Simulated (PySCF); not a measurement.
C2H7BiO, SMILES [CH3][Bi]([CH3])[OH]. Atoms are numbered in the order given.

```xyz
11

Bi     0.2942    -0.1046     0.0000
C     -0.6560     1.2018    -1.6421
H     -0.2198     2.2196    -1.5982
H     -1.7473     1.2619    -1.4645
H     -0.4631     0.7545    -2.6357
C     -0.6560     1.2018     1.6421
H     -0.4631     0.7545     2.6357
H     -1.7473     1.2619     1.4645
H     -0.2198     2.2196     1.5982
O     -1.2015    -1.6286     0.0000
H     -2.0709    -1.1808     0.0000
```

The structure is a stationary point at PBE-D3(BJ)/def2-SVP. The structure was generated by enumeration; whether it is a known compound was not checked. The def2 effective core potentials stand for the cores of Bi; spin–orbit coupling is left out. One conformer was computed; it need not be the lowest.

These are PySCF 2.14.0 with C-PCM-ωB97X/def2-SVP values and carry that method's errors.

The values are the electrostatic part of the solvation free energy, E(continuum) − E(gas) at the gas-phase geometry, in a cavity of scaled van der Waals radii (PySCF's table); cavitation and dispersion terms are not included. A continuum can't describe solvent molecules that bind to the metal. In vacuum the orbital gap is 10.70 eV. The dipole moment in vacuum is 2.40 D.

Question: Estimate the values in water (ε = 78.36), ethanol (ε = 24.85), dimethylsulfoxide (ε = 46.83). (The exact figures need the calculation; the answer reports its results.)

Answer: 
```json
[
 {"solvent": "water", "ε": "78.36", "ΔG(elec) (kcal/mol)": "-6.5", "dipole (D)": "3.16", "gap (eV)": "10.69"},
 {"solvent": "ethanol", "ε": "24.85", "ΔG(elec) (kcal/mol)": "-6.3", "dipole (D)": "3.13", "gap (eV)": "10.69"},
 {"solvent": "dimethylsulfoxide", "ε": "46.83", "ΔG(elec) (kcal/mol)": "-6.4", "dipole (D)": "3.15", "gap (eV)": "10.69"}
]
```
